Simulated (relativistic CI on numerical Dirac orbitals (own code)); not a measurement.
# Yb⁴⁵⁺: sensitivity of the levels to the model

Base calculation: Dirac-Coulomb-Breit CI, separate exchange-only KLI orbitals for each configuration, model QED, unscaled Slater integrals.

Configuration list (outside the closed core [Ne]): 3s2.3p6.3d7, 3s2.3p5.3d8, 3s2.3p4.3d9, 3s.3p6.3d8, 3p6.3d9, 3s.3p5.3d9, 3s2.3p6.3d6.4s, 3s2.3p6.3d6.4p, 3s2.3p4.3d8.4s, 3s2.3p6.3d6.4d, 3s2.3p4.3d8.4p, 3s2.3p5.3d7.4s, 3s2.3p6.3d6.4f, 3s2.3p5.3d7.4p, 3s2.3p6.3d5.4s2, 3s.3p6.3d7.4s. Levels of other configurations are missing.

Variants: (1) QED terms removed. Shifts of the energy above 3s2.3p6.3d7 4F_9/2, in eV, for the lowest level and the first level of each name with at least 55 % of one term (blank where a level changes its place among those of its configuration and J or its character, or is not in the variant):

| Level | Base | Δ(1) |
| --- | --- | --- |
| 3s2.3p6.3d7 4F_9/2 | 0.000 | 0.000 |
| 3s2.3p6.3d7 4F_7/2 | 49.372 | -0.140 |
| 3s2.3p6.3d7 4P_5/2 | 60.525 | -0.142 |
| 3s2.3p6.3d7 2H_11/2 | 64.244 | -0.139 |
| 3s2.3p6.3d7 2F_5/2 | 74.999 | -0.133 |
| 3s2.3p6.3d7 2D_3/2 | 91.208 | -0.139 |
| 3s2.3p6.3d7 4F_5/2 | 105.921 | -0.275 |
| 3s2.3p5.3d8 4G°_11/2 | 365.678 | +0.435 |
| 3s2.3p5.3d8 2D°_5/2 | 376.890 | +0.440 |
| 3s2.3p5.3d8 2F°_7/2 | 377.868 | +0.439 |
| 3s2.3p5.3d8 4F°_9/2 | 384.595 | +0.439 |
| 3s2.3p5.3d8 4G°_9/2 | 423.751 | +0.303 |
| 3s2.3p5.3d8 2H°_11/2 | 445.125 | +0.307 |
| 3s2.3p5.3d8 2G°_7/2 | 447.373 | +0.303 |
| 3s2.3p5.3d8 2G°_9/2 | 460.901 | +0.301 |
| 3s2.3p5.3d8 2F°_5/2 | 473.191 | +0.310 |
| 3s2.3p5.3d8 2H°_9/2 | 684.454 | +0.029 |

At this charge energies of transitions that change n are usually good to better than 1 %, and those within a shell (Δn = 0) to a few per cent.

Ionisation energy from the two ground configurations alone: base 3805.43 eV. The NIST ASD value (theoretical) is 3805 eV.

LS names give the leading component of a level, which can be under half, so a name can repeat, a term be missing and a line seem to break the LS rules.
